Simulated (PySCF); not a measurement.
## Two-component Hartree-Fock for P¹³⁺ (phosphorus, charge +13)

Start: 1s2. Calculated with PySCF 2.14 in an even-tempered Gaussian basis (17 s from 0.88 bohr⁻², ratio 2.6; 10 p from 1.1 bohr⁻², ratio 2.6; 7 d from 1.2 bohr⁻², ratio 2.8; 3 f from 58 bohr⁻², ratio 2.8): generalised Hartree-Fock with the X2C-1e Hamiltonian and a Gaussian nucleus; spin-orbit coupling (SO) screened by Boettger's factors.

```
spinor shell  electrons  ε, screened SO (eV)  weight of nominal j (screened SO)  rms radius, screened SO (bohr)
       1s1/2          2              -2818.3                              1.000                           0.118
```

```tsv
quantity	screened SO
E (hartree)	-216.35158
M_J	0
⟨J²⟩	0.000
⟨L²⟩	0.000
⟨S²⟩	0.000
```
